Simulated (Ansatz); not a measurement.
GeH₄⁻. Charge -1, multiplicity 2. Geometry B3LYP-D4/def2-TZVP, that of the neutral singlet; atoms count from 1.

```xyz
5

Ge    0.000    0.000    0.000
H    -0.472   -0.388   -1.408
H     1.517    0.240   -0.017
H    -0.328   -1.135    0.981
H    -0.716    1.283    0.445
```

The highest occupied level of the charge -1 doublet lies above zero (up to 2.55 eV). By energy differences it is unbound by 1.37 eV (vertical, against the charge 0 singlet, at PBE0-D4/def2-TZVPD) and held by the finite basis.

Question: Estimate the Mulliken populations from the PBE0/def2-TZVPD orbitals of Ansatz.

Answer: 
```
atom  charge (e)  spin (α − β)
 Ge1       -2.20          1.50
  H2        0.30         -0.12
  H3        0.30         -0.12
  H4        0.30         -0.12
  H5        0.30         -0.12
```
Mulliken values depend strongly on the basis. With diffuse functions, as here, like atoms can get unlike values, and bond orders can come out too low or too high.

Question: Where does the spin sit?

Answer: Summed by element: Ge 1.50, H -0.50, of 1 unpaired in all. Largest on single atoms: Ge1 1.50, H2 -0.12, H5 -0.12.
